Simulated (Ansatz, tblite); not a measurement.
Species of one formula, TiP₂H₆Br₄ (singlet), each relaxed with PBE-D4/def2-SVP in Ansatz.

The xTB rows come from tblite. Correlated methods freeze 51 core orbitals; core or outer-core shells of Br, Ti are correlated, in sets that lack core-valence functions.

A: At MP2/def2-SVP the test of the restricted singlet for broken spin symmetry was undecided.

Other spin states weren't relaxed.

A: cis-Ti(PH3)2Br4 (TiP2H6Br4)

B: trans-Ti(PH3)2Br4 (TiP2H6Br4)

Question: Estimate their order by electronic energy at PBE0-D4/def2-TZVP, counted from the lowest.

Answer: A (0.00) < B (0.35), in eV.

Question: Do the other levels pick the same lowest one?

Answer: All that were run do. Energies above each level's lowest (eV):

```
              level     A     B
           GFN1-xTB  0.00  0.41
           GFN2-xTB  0.00  0.16
          HF/STO-3G  0.00  0.02
        HF/def2-SVP  0.00  0.19
    PBE-D4/def2-SVP  0.00  0.38
   PBE-D4/def2-TZVP  0.00  0.35
r2SCAN-D4/def2-TZVP  0.00  0.34
   B97M-V/def2-TZVP  0.00  0.34
   PBE0-D4/def2-SVP  0.00  0.37
  PBE0-D4/def2-TZVP  0.00  0.35
   RPA@PBE/def2-SVP  0.00  0.24
       MP2/def2-SVP  0.00  0.40
```
Point groups (tolerance 0.1 Å): A C2v, B not assigned. A and B have the same bonds, so they are conformers or stereoisomers.
